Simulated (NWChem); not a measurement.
System: C2H4FNOSi; SMILES F[Si@@H](CC#N)O

```xyz
10

N     -0.2714    -2.9655    -0.3057
C      0.2200    -1.9770     0.0886
C      0.7979    -0.7201     0.5314
Si    -0.0237     0.7731    -0.2884
O     -1.5114     0.9235     0.4305
F      0.9251     2.0598     0.0672
H      0.6861    -0.6088     1.6316
H      1.8855    -0.6971     0.3059
H     -0.0878     0.6700    -1.7778
H     -2.1546     1.5197     0.0101
```
Atoms are numbered in this order, from 1.

Results from NWChem. Structure relaxed at the PBE-D3(BJ)/def2-SVP level. Level: B3LYP/def2-SVP with SMD (1 M gas to 1 M solution), gas-phase geometry. Reactions with the solvent are ignored.

| solvent | dielectric constant | solvation free energy (kcal/mol) | cavity-dispersion-structure term (kcal/mol) | dipole in solution (D) |
|---|---|---|---|---|
| water | 78.4 | -7.7 | 5.0 | 3.98 |
| chloroform | 4.71 | -8.0 | 0.8 | 3.74 |
| ethanol | 24.9 | -9.9 | 2.2 | 3.94 |
| acetone | 20.5 | ___ | 0.6 | ___ |
| 1-propanol | 20.5 | -9.7 | 2.3 | 3.94 |

Q: Complete the blanks.

A: 
- acetone, solvation free energy (kcal/mol): -9.2
- acetone, dipole in solution (D): 3.88
